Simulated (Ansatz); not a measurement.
C$_{2}$H$_{8}$BNSi, SMILES `C=NB(C)[SiH3]`. Total charge 0; spin multiplicity 1. All single points use the PBE0-D4/def2-TZVP geometry. It is one conformer, not always the lowest.

```xyz
13

C    -0.990    0.871   -2.065
N    -0.510    0.323   -1.058
B     0.017   -0.241    0.052
C     0.052   -1.805    0.261
Si    0.757    1.050    1.429
H    -0.376    1.087   -2.944
H    -2.043    1.160   -2.109
H     1.084   -2.146    0.395
H    -0.390   -2.360   -0.569
H    -0.478   -2.077    1.180
H     2.201    0.776    1.687
H     0.048    0.891    2.732
H     0.629    2.474    1.010
```

Question: What is the dipole moment at B3LYP/def2-TZVPP? (An estimate is asked.)

Answer: Computed: 2.21 D, with components (-0.99, -0.07, -1.98) D in this frame, pointing from negative to positive charge.

Question: And with PBE, r2SCAN, ωB97M-V? (Estimate.)

Answer: The calculation gave: PBE 2.11 D, r2SCAN 2.13 D, ωB97M-V 2.39 D.

Question: Give the Mulliken charges with B3LYP, PBE, ωB97M-V in def2-TZVPP. (Best estimate.)

Answer: The calculation gave: 
```csv
atom,B3LYP,PBE,ωB97M-V
C1,-0.11,-0.13,-0.07
N2,0.06,0.13,0.00
B3,0.00,-0.04,-0.02
C4,-0.33,-0.35,-0.37
Si5,0.11,0.06,0.02
H6,0.11,0.10,0.12
H7,0.11,0.10,0.12
H8,0.10,0.11,0.12
H9,0.09,0.09,0.10
H10,0.10,0.11,0.12
H11,-0.08,-0.06,-0.04
H12,-0.08,-0.06,-0.04
H13,-0.09,-0.07,-0.05
```

B3LYP here is the variant with VWN-RPA as its local correlation; programs differ in this.
